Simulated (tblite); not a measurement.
Species: C3H7ClOSi.
Atom-mapped SMILES: `[CH3:1]/[CH:2]=[C:3](\[Cl:4])[O:5][SiH3:6]` (hydrogens: H7, H8, H9 on C1; H10 on C2; H11, H12, H13 on Si6)

Structure used (GFN2-xTB), in Å, numbered top down from 1:
```xyz
13
C3H7ClOSi angstrom
C      2.5038    0.0875   -0.0251
C      1.1636   -0.4874    0.2808
C     -0.0105    0.0466   -0.0278
Cl    -0.1371    1.5638   -0.8721
O     -1.1721   -0.5196    0.2749
Si    -2.7193   -0.0468   -0.0020
H      3.0598    0.2490    0.8977
H      3.0763   -0.6072   -0.6387
H      2.4148    1.0322   -0.5526
H      1.1418   -1.4317    0.8056
H     -2.9653    0.0694   -1.4379
H     -3.3744   -1.1843    0.6206
H     -2.9857    1.2292    0.6588
```

Computed with GFN2-xTB (tblite): harmonic, unscaled wavenumbers at the GFN2-xTB geometry, gas phase. Against measured fundamentals such values can be off by several per cent, at times by over 20. Modes of hydrogen on silicon can be 10 to 20 % off. One conformer, not necessarily the lowest.

Harmonic wavenumbers (cm⁻¹): 52.6, 96.8, 110.9, 145.1, 208.0, 247.9, 379.3, 473.6, 495.3, 563.3, 600.9, 649.6, 747.9, 792.7, 796.6, 811.2, 825.0, 970.3, 1036.8, 1123.9, 1195.0, 1253.4, 1402.1, 1470.4, 1480.0, 1726.5, 2263.1, 2284.5, 2358.3, 3000.0, 3016.2, 3060.6, 3081.7.

A = 4440, B = 1413, C = 1093 MHz; mass 121.995 u (most abundant isotopes); point group Cs, symmetry number 1.

Problem. What is the zero-point energy?

Solution. Half the sum of the wavenumbers: 19360 cm⁻¹ = 231.59 kJ/mol.

Problem. Give the ideal-gas entropy at 500 K and 1 bar in the rigid-rotor, harmonic-oscillator model (classical rotation).

Solution. Translation 179.52, rotation 124.61, vibration 160.38: S = 464.5 J/(mol K).

Problem. And Cp and H(500 K) − H(0)?

Solution. Cp = 179.94 J/(mol K), of which vibrations give 146.68 (their classical limit is 33 R = 274.4); H(500 K) − H(0) = 56.93 kJ/mol without the zero-point energy, 40.30 from vibrations.

Problem. What must be added to the electronic energy to get the Gibbs energy at 500 K and 1 bar?

Solution. ZPE + [H(500 K) − H(0)] − T·S = 231.59 + 56.93 − 232.25 = 56.27 kJ/mol.

Problem. Blend soft modes into free rotors: weight 1/[1 + (100 cm⁻¹/ν̃)⁴] for the oscillator and the rest for a rotor with moment μB/(μ + B), μ = h/(8π²ν), B = 10⁻⁴⁴ kg m². What vibrational entropy results?

Solution. 148.79 J/(mol K) in place of 160.38, which changes −T·S at 500 K by +5.80 kJ/mol.

Problem. Which modes carry the vibrational entropy at 500 K?

Solution. 52.6 cm⁻¹: 24.02; 96.8 cm⁻¹: 18.97; 110.9 cm⁻¹: 17.85; 145.1 cm⁻¹: 15.64; 208.0 cm⁻¹: 12.71; 247.9 cm⁻¹: 11.30 J/(mol K); the other 27 give 59.91 together.

Problem. How do the functions run with temperature in this model?

Solution. 
```tsv
T (K)	S (J/(mol K))	Cp (J/(mol K))	H − H(0) (kJ/mol)	G − H(0) (kJ/mol)	ln q(vib)
150	311.1	85.7	9.00	-37.67	2.44
250	362.3	117.2	19.15	-71.42	4.55
298.15	384.2	131.7	25.14	-89.39	5.55
400	426.7	158.6	39.97	-130.73	7.62
600	498.9	197.4	75.83	-223.52	11.50
900	586.5	234.3	141.05	-386.85	16.77
```

q(vib) and H(0) count from the zero-point level.

Hindered rotation and anharmonicity are outside this model. Other conformers, if any are populated, would add a mixing term that is left out.
